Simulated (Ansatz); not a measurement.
`CB[CH](F)[AlH2]` + `C[SiH2]BN` → `C[SiH2]B[NH][AlH2]` + `CBCF`  (ligand exchange at the Al–C bond)

Computed with Ansatz on PBE0-D4/def2-TZVP structures; ΔE is electronic, products minus reactants. CCSD(T)/CBS is the MP2 limit (def2-TZVPP, def2-QZVPP) plus CCSD(T) − MP2 in def2-TZVPP, frozen cores. Functionals use def2-TZVPP. B3LYP here is the variant with VWN-RPA as its local correlation; programs differ in this. One conformer a species, not always the lowest.

```json
{"level": "PBE-D4", "ΔE (kJ/mol)": "-38.9", "difference from CCSD(T)/CBS": "27.0"}
{"level": "PBE0-D4", "ΔE (kJ/mol)": "-51.3", "difference from CCSD(T)/CBS": "14.6"}
{"level": "B3LYP-D4", "ΔE (kJ/mol)": "-72.5", "difference from CCSD(T)/CBS": "-6.6"}
{"level": "ωB97M-V", "ΔE (kJ/mol)": "-61.1", "difference from CCSD(T)/CBS": "4.8"}
{"level": "B2PLYP", "ΔE (kJ/mol)": "-73.8", "difference from CCSD(T)/CBS": "-7.9"}
{"level": "r2SCAN", "ΔE (kJ/mol)": "-52.9", "difference from CCSD(T)/CBS": "13.0"}
{"level": "PBE0", "ΔE (kJ/mol)": "-51.5", "difference from CCSD(T)/CBS": "14.4"}
{"level": "CCSD(T)/def2-TZVPP", "ΔE (kJ/mol)": "-67.4", "difference from CCSD(T)/CBS": "-1.5"}
{"level": "SCS-MP2/def2-QZVPP", "ΔE (kJ/mol)": "-76.9", "difference from CCSD(T)/CBS": "-11.0"}
{"level": "MP2/CBS(def2)", "ΔE (kJ/mol)": "-66.0", "difference from CCSD(T)/CBS": "-0.1"}
{"level": "CCSD(T)/CBS", "ΔE (kJ/mol)": "-65.9", "difference from CCSD(T)/CBS": "0"}
```

Largest T1 diagnostic among the species: 0.013.

In def2-TZVPP, CCSD(T) changes the Hartree–Fock value by +54.7 kJ/mol (the triples alone add +9.4 kJ/mol) and MP2 by +54.6 kJ/mol. From PBE to PBE0 (25 % exact exchange), in def2-TZVPP and without D4, ΔE moves by −11.9 kJ/mol.
